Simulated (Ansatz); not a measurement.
`C[S][Al]([F])[SiH3]` from Hartree–Fock to CCSD(T)

```xyz
11

C    -0.041    0.541   -2.033
S     1.138    1.570   -1.099
Al    0.936    0.775    0.904
F     1.871    1.500    2.057
Si   -0.530   -1.055    1.596
H    -0.500   -0.229   -1.412
H    -0.821    1.182   -2.438
H     0.494    0.060   -2.851
H    -1.095   -1.800    0.437
H    -1.670   -0.523    2.393
H     0.218   -2.021    2.445
```

Total charge 0; spin multiplicity 1. All single points use the PBE0-D4/def2-TZVP geometry. It is one conformer, not always the lowest. Frozen core, restricted reference, Ansatz 0.2.0. CBS rows extrapolate triple and quadruple zeta; past MP2 they add the triple-zeta difference.

| basis | HF (Eh) | MP2 corr. | CCSD corr. | (T) | CCSD(T) total |
| --- | --- | --- | --- | --- | --- |
| def2-TZVPP | -1069.39091 | -0.80304 | -0.85959 | -0.03219 | -1070.28269 |
| def2-QZVPP | -1069.42506 | -0.87023 | – | – | – |
| CBS(def2) | -1069.42976 | -0.92000 | -0.97655 | as TZ | -1070.43850 |
